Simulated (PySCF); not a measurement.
Field gradients at the hydrogen positions

C2H8F3NSi2.
Cartesian coordinates in Å at the GFN2-xTB level; atoms count from 1:
```xyz
16
C2H8F3NSi2 angstrom
C      2.204   -0.004    0.762
Si     1.349   -0.500   -0.860
Si    -0.888    0.087   -0.843
N     -1.103    1.717   -0.346
C     -1.777   -0.809    0.641
F     -1.057   -0.798    1.785
F     -2.025   -2.111    0.380
F     -2.971   -0.261    0.957
H      1.751   -0.511    1.609
H      2.120    1.065    0.939
H      3.261   -0.256    0.752
H      1.531   -1.942   -1.075
H      2.010    0.188   -1.982
H     -1.752   -0.343   -1.958
H     -0.700    2.474   -0.872
H     -1.959    2.014    0.099
```

Level: PBE0/pcSseg-1 (PySCF, non-relativistic); Q(2H) = 0.00286 b; rigid geometry, the same for H and D, with no vibrational averaging.

Question: Rank these positions by the coupling χzz of a deuteron there, largest first.
A. H16 (N–H hydrogen)
B. H14 (Si–H hydrogen)
C. H15 (N–H hydrogen)
D. H9 (methyl hydrogen)
E. H13 (Si–H hydrogen)

Answer: C (290 kHz), A (282 kHz), D (215 kHz), E (106 kHz), B (101 kHz).

Q: What are Vzz, η and χzz (234.96 MHz × Q × Vzz) at all hydrogens?

A: 
| atom | bonded to | bond length (Å) | Vzz (au) | η | χzz (kHz) |
| --- | --- | --- | --- | --- | --- |
| H9 | C1 | 1.087 | 0.3200 | 0.00 | 215 |
| H10 | C1 | 1.087 | 0.3224 | 0.00 | 217 |
| H11 | C1 | 1.087 | 0.3240 | 0.00 | 218 |
| H12 | Si2 | 1.469 | 0.1595 | 0.01 | 107 |
| H13 | Si2 | 1.472 | 0.1579 | 0.01 | 106 |
| H14 | Si3 | 1.475 | 0.1503 | 0.02 | 101 |
| H15 | N4 | 1.006 | 0.4316 | 0.18 | 290 |
| H16 | N4 | 1.009 | 0.4198 | 0.17 | 282 |

Q: Average by the element that carries the hydrogen.

A: on C: 216 kHz over 3 positions, mean bond length 1.087 Å; on Si: 105 kHz over 3 positions, mean bond length 1.472 Å; on N: 286 kHz over 2 positions, mean bond length 1.008 Å.

Q: A static deuteron (I = 1) shows a doublet split by (3/2)χ, (3/4)χ(1 + η) and (3/4)χ(1 − η) with the field along z, y and x of the gradient. What are these for H13?

A: With |χ| = 106.1 kHz and η = 0.008: 159, 80 and 79 kHz, to first order and without motion.

Isolated species at its GFN2-xTB geometry (one conformer only). GFN2-xTB bond lengths can be off by several hundredths of an ångström, more for odd bonds, and the gradients follow them. With a basis this small, the couplings can be 20 % off.
